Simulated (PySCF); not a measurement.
**Mn(2+) (manganese, charge +2) across methods**

[Ar] 3d5, high-spin 6S determinant. Computed with PySCF 2.14 in x2c-QZVPPall, with scalar relativity by spin-free X2C-1e.

| method | E (hartree) | mean ε 3p α (eV) | mean ε 3p β (eV) | mean ε 3d α (eV) | Σ⟨r²⟩ (bohr²) | ⟨S²⟩ |
| --- | --- | --- | --- | --- | --- | --- |
| M06-2X | -1157.722 | -82.477 | -74.598 | -30.636 | 16.01 | 8.751 |
| r2SCAN | -1157.690 | -76.197 | -69.353 | -26.190 | 16.14 | 8.750 |
| UHF | -1156.63934 | -92.241 | -78.565 | -34.813 | 15.85 | 8.751 |
| PBE | -1157.468 | -74.053 | -68.782 | -25.880 | 16.34 | 8.750 |
| PBE0 | -1157.509 | -78.797 | -71.602 | -28.269 | 16.15 | 8.750 |
| wB97X | -1157.735 | -80.462 | -74.037 | -30.412 | 16.09 | 8.750 |
| LDA | -1155.260 | -73.947 | -68.929 | -26.091 | 16.34 | 8.750 |
| r2SCANh | -1157.685 | -77.837 | -70.406 | -27.123 | 16.10 | 8.750 |
| B3LYP | -1157.735 | -77.760 | -71.195 | -27.773 | 16.22 | 8.751 |
